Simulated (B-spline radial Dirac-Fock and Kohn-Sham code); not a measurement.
# Xe²⁺ in Watson spheres of different radius

Model: Dirac-Fock ΔSCF + Breit + QED. Program: a radial B-spline solver. The ion, [Kr] 4d10 5s2 5p4, sits in a hollow sphere of charge Q = -2, a simple model of the Madelung potential. Inside the sphere an electron's potential energy is raised by the constant 14.40·|Q|/R eV, so binding energies fall by about that much as long as the orbitals stay inside.

| radius (Å) | 14.40 |Q|/R (eV) | 1s (eV) | 2s (eV) | 2p1/2 (eV) | 2p3/2 (eV) | 3s (eV) | 3p1/2 (eV) | 3p3/2 (eV) | 3d3/2 (eV) | 3d5/2 (eV) | 4s (eV) | 4p1/2 (eV) | 4d3/2 (eV) | 4d5/2 (eV) | 5s (eV) | 5p (eV) |
| --- | --- | --- | --- | --- | --- | --- | --- | --- | --- | --- | --- | --- | --- | --- | --- | --- |
| 2 | 14.40 | 34572.7 | 5467.8 | 5116.6 | 4796.1 | 1160.2 | 1014.2 | 952.0 | 698.0 | 685.3 | 231.1 | 177.5 | 76.77 | 74.80 | 30.91 | 16.54 |
| 2.4 | 12.00 | 34575.0 | 5470.1 | 5118.9 | 4798.4 | 1162.5 | 1016.5 | 954.3 | 700.3 | 687.6 | 233.4 | 179.9 | 79.08 | 77.11 | 33.24 | 18.85 |

From the smallest to the largest radius 1s moves by +2.3 eV, while the constant potential alone would give +2.4 eV; the difference comes from charge outside the sphere and its screening.

Values without a named source are computed, but for edge energies of neutral atoms, which are taken from tables.
